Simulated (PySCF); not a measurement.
**How methods differ on the electron affinity of As**

As⁻ [Ar] 3d10 4s2 4p4 (3P) → As [Ar] 3d10 4s2 4p3 (4S), as a difference of total energies. All numbers are calculated (PySCF 2.14, scalar relativity by spin-free X2C-1e, in aug-cc-pVQZ-DK (8s7p5d3f2g, 93 functions)). Correlated levels: valence: [Ar] 3d10 frozen. The calculations carry no spin-orbit coupling.

| method | electron affinity (eV) | plus first-order spin-orbit estimate | error of that sum (eV) |
| --- | --- | --- | --- |
| UHF | -0.295 | -0.228 | -1.032 |
| LDA | 1.063 | 1.131 | +0.327 |
| PBE | 0.849 | 0.917 | +0.113 |
| PBE0 | 0.751 | 0.819 | +0.015 |
| r2SCAN | 0.802 | 0.870 | +0.066 |
| BHandHLYP | 0.729 | 0.797 | -0.007 |
| MN15 | 0.733 | 0.801 | -0.003 |
| HSE06 | 0.805 | 0.872 | +0.068 |
| B3LYP | 0.966 | 1.034 | +0.230 |
| MP2 (valence) | 0.531 | 0.599 | -0.205 |
| SCS-MP2 (valence) | 0.606 | 0.674 | -0.130 |

Reference: 0.804 eV (measured; photodetachment measurements, as compiled on the Wikipedia data page of electron affinities).

A first-order spin-orbit estimate (lowest level to lowest level, LS coupling) adds 0.068 eV.

Errors of the correlated levels include the incompleteness of this basis and the frozen core.

A negative affinity means that the anion lies above the atom at that level of theory.

In the anion the highest occupied orbital energy is positive at LDA, PBE, PBE0, r2SCAN, BHandHLYP, MN15, HSE06, B3LYP, a self-interaction effect; the basis confines that electron, and the energy difference can still be sensible.
